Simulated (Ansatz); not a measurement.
Consider the hydrogenolysis of the Si–F bond: `N[SiH](F)S` + H₂ → `N[SiH2]S` + H–F.

Program: Ansatz. Geometries: PBE0-D4/def2-TZVP. ΔE: electronic, gas phase. CCSD(T)/CBS is the MP2 limit (def2-TZVPP, def2-QZVPP) plus CCSD(T) − MP2 in def2-TZVPP, frozen cores. This one scheme is used for every species. DFT in def2-TZVPP. B3LYP here is the variant with VWN-RPA as its local correlation; programs differ in this. HSE06 is defined as in plane-wave codes. Each species was taken in one conformer, which may not be the lowest.

| level | ΔE (kJ/mol) | difference from CCSD(T)/CBS |
| --- | --- | --- |
| LDA (SPW92) | 137.1 | -1.0 |
| PBE-D4 | 133.9 | -4.2 |
| revPBE-D4 | 134.2 | -3.9 |
| BLYP-D4 | 143.6 | 5.5 |
| r2SCAN-D4 | 147.5 | 9.4 |
| B97M-V | 147.3 | 9.2 |
| PBE0-D4 | 132.3 | -5.8 |
| B3LYP-D4 | 142.1 | 4.0 |
| r2SCANh-D4 | 145.7 | 7.6 |
| r2SCAN0-D4 | 143.1 | 5.0 |
| BHLYP-D4 | 143.2 | 5.1 |
| CAM-B3LYP-D4 | 145.0 | 6.9 |
| ωB97X-V | 141.1 | 3.0 |
| ωB97M-V | 143.2 | 5.1 |
| B2PLYP | 141.7 | 3.6 |
| PBE-QIDH | 135.7 | -2.4 |
| PBE | 132.0 | -6.1 |
| revPBE | 128.8 | -9.3 |
| BLYP | 139.4 | 1.3 |
| r2SCAN | 147.1 | 9.0 |
| B3LYP | 139.0 | 0.9 |
| r2SCANh | 145.2 | 7.1 |
| r2SCAN0 | 142.6 | 4.5 |
| HSE06 | 130.4 | -7.7 |
| CAM-B3LYP | 143.4 | 5.3 |
| LC-ωPBE | 136.1 | -2.0 |
| RPA@PBE/def2-TZVPP | 134.1 | -4.0 |
| HF/def2-SVP | 123.0 | -15.1 |
| MP2/def2-SVP | 135.0 | -3.1 |
| CCSD/def2-SVP | 127.0 | -11.1 |
| CCSD(T)/def2-SVP | 128.5 | -9.6 |
| MP2/def2-TZVPP | 141.5 | 3.4 |
| SCS-MP2/def2-TZVPP | 140.3 | 2.2 |
| CCSD/def2-TZVPP | 135.5 | -2.6 |
| CCSD(T)/def2-TZVPP | 137.0 | -1.1 |
| HF/def2-QZVPP | 138.8 | 0.7 |
| SCS-MP2/def2-QZVPP | 141.3 | 3.2 |
| HF/CBS(def2) | 139.0 | 0.9 |
| MP2/CBS(def2) | 142.5 | 4.4 |
| CCSD/CBS(def2) | 136.6 | -1.5 |
| CCSD(T)/CBS | 138.1 | 0 |

Largest T1 diagnostic among the species: 0.011.

The D4 term adds +3.0 kJ/mol with B3LYP and +1.5 kJ/mol with PBE0; it sums over pairs of atoms, weighted by their polarisabilities, and B3LYP, whose exchange is more repulsive, gets the larger term. From r2SCAN to r2SCAN0 (25 % exact exchange), in def2-TZVPP and without D4, ΔE moves by −4.5 kJ/mol.
